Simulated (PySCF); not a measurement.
Estimate the missing entries of this data sheet.

Compound: 2-pyridinemethanol, C₆H₇NO.
SMILES: `OCc1ccccn1`

Conformer (atom-mapped SMILES and torsion angles): `[OH:1][CH2:2][c:3]1[cH:4][cH:5][cH:6][cH:7][n:8]1`: O1–C2–C3–C4 180°, H–O1–C2–C3 0°.

| property | level | value |
| --- | --- | --- |
| point group of the GFN2-xTB geometry | GFN2-xTB | Cs |
| rotational constants A, B, C of the GFN2-xTB geometry | GFN2-xTB | 5.107, 1.599, 1.227 GHz |
| dipole moment | PBE0/def2-SVPD | ? |
| HOMO energy | PBE0/def2-SVPD | ? |
| LUMO energy | PBE0/def2-SVPD | ? |
| lowest singlet excitation | TDDFT PBE0/def2-SVPD | 5.25 eV (236 nm, f = 0.003) |
| strongest line among the 8 lowest singlet transitions | TDDFT PBE0/def2-SVPD | S2 at 5.33 eV (233 nm, f = 0.068) |
| lowest triplet excitation (Tamm–Dancoff) | TDA PBE0/def2-SVPD | ? |
| static isotropic polarisability | PBE0/def2-SVPD | ? |
| electronic spatial extent ⟨r²⟩ about the centre of nuclear charge | PBE0/def2-SVPD | 939 bohr² |
| 13C chemical shifts (computed TMS as zero) by class | GIAO PBE0/pcSseg-1 | 166.4 (1 C), 154.0 (1 C), 142.5 (1 C), 126.5 (1 C), 125.6 (1 C), 67.0 (1 C) ppm |
| 1H chemical shifts (computed TMS as zero) by class | GIAO PBE0/pcSseg-1 | 8.87 (1 H), 7.97 (1 H), 7.37 (1 H), 7.34 (1 H), 5.22 (2 H), 4.38 (1 H) ppm |
| isotropic shieldings of nuclei other than C and H, by class | GIAO PBE0/pcSseg-1 | ? |
| largest of the computed one-bond spin–spin couplings (means over like bonds) | B3LYP/pcJ-1, spin–dipole term left out | 13C–1H +183.0, 13C–1H +169.6, 13C–1H +166.8, 13C–1H +166.1, 13C–1H +148.0 (×2), 17O–1H -75.9, 13C–13C +62.2, 13C–13C +61.4 Hz |

The electronic properties come from PySCF, for the isolated species, density fitting.

(1) The lowest triplet excitation (Tamm–Dancoff)?

(2) What is the HOMO energy?

(3) Give the dipole moment.

(4) What is the static isotropic polarisability?

(5) Give the LUMO energy.

(6) The isotropic shieldings of nuclei other than C and H, by class?

Answers

(1) 4.17 eV.

(2) -7.36 eV.

(3) 3.89 D.

(4) 78.8 au.

(5) -1.06 eV.

(6) -59 (1 N), 335 (1 O) ppm.

The rotational constants make it an asymmetric top with κ = (2B − A − C)/(A − C) = -0.81, nearer the prolate limit (−1). The dipole matches unit charges of opposite sign 0.81 Å apart (1 e·Å = 4.8032 D). No computed singlet falls in the visible range (750 to 380 nm, 1.65 to 3.26 eV); S1 lies 1.99 eV above its blue end. The polarisability is 11.68 Å³ as a volume (1 au = 0.148185 Å³), or 1.36 au for each of the 58 electrons. The principal polarisabilities are 50.2, 85.1 and 101.3 au; their mean is the isotropic value. A dipole of 3.89 D is allowed in Cs, and pure rotational transitions are dipole-allowed.

One conformer stands for the species.
